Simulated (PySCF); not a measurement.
C₆H₁₂F (doublet state).
Atom-mapped SMILES: `[CH3:1][CH:2][C@@H:3]([CH3:4])[CH2:5][CH2:6][F:7]` (hydrogens: H8, H9, H10 on C1; H11 on C2; H12 on C3; H13, H14, H15 on C4; H16, H17 on C5; H18, H19 on C6)

Geometry (GFN2-xTB, Å), atoms numbered from 1 in this order:
```
atom  x, y, z in Å
C1     1.914   -1.015    0.950
C2     1.147   -0.105    0.076
C3    -0.231    0.341    0.388
C4    -0.230    1.778    0.948
C5    -1.124    0.297   -0.865
C6    -1.275   -1.126   -1.376
F7    -2.016   -1.145   -2.535
H8     2.546   -0.459    1.656
H9     1.251   -1.650    1.535
H10    2.587   -1.644    0.364
H11    1.664    0.384   -0.732
H12   -0.662   -0.319    1.149
H13    0.384    1.832    1.843
H14   -1.242    2.087    1.199
H15    0.171    2.469    0.210
H16   -0.679    0.909   -1.652
H17   -2.110    0.704   -0.635
H18   -0.301   -1.566   -1.614
H19   -1.803   -1.761   -0.657
```

The hyperfine couplings belong to this conformer and change with its torsions.

Computed with PySCF, UKS B3LYP, pcH-1 on C F H, non-relativistic, mean-field spin-orbit, GIAO. Geometry: GFN2-xTB, one conformer, isolated molecule. A GFN2-xTB geometry isn't a minimum of the functional, and hyperfine couplings can be far from their values at a DFT geometry. Stability of the SCF solution: not tested.

The largest Mulliken spin populations are on C2 (+1.03), C1 (-0.09), C3 (-0.08) and H8 (+0.06). No atom but C2 exceeds +0.15. The angles at C2 add up to 359.2°, so it is planar; its axial dipolar tensor and the negative coupling of its proton fit spin in a p orbital normal to that plane.

Problem. McConnell's relation a(H) = Q·ρ ties the coupling of a proton on a planar π carbon to the spin population of that carbon. What Q do the computed values give?

Solution. 
```tsv
H	C	ρ(C)	a(H) (G)	a/ρ (G)
H11	C2	+1.027	-21.48	-20.9
```

One proton gives one ratio, Q = -20.9 G, and no test of linearity. In McConnell's picture π spin on carbon polarises the C–H bond and leaves opposite spin at the proton, which makes Q negative, as found here.

Problem. How do the β-proton couplings of this frozen conformer go with θ, the angle between the C–H bond and the normal to the plane of the spin centre's three neighbours, both seen down the bond from centre to carbon?

Solution. 
```tsv
β H	on	centre	θ (°)	cos²θ	a (G)
H8	C1	C2	8	0.98	+55.79
H9	C1	C2	68	0.13	+7.57
H10	C1	C2	53	0.36	+22.04
H12	C3	C2	78	0.04	+2.40
```

Fitting the Heller–McConnell form a = ρ(B0 + B2 cos²θ), with Mulliken ρ = 1.03, gives B0 = 0.4 G and B2 = 55.5 G, with a largest miss of 1.2 G. By this fit the coupling would be 57.4 G at θ = 0° and 0.4 G at 90°.

Problem. What would the freely rotating methyl group on C1 show?

Solution. Three equal couplings, a 1:3:3:1 quartet. The mean of the three values of this geometry estimates the splitting: 28.5 G, or 79.8 MHz (three bonds 120° apart have a mean cos²θ of 1/2 at any torsion).

Couplings in gauss use g_iso = 2.0027.
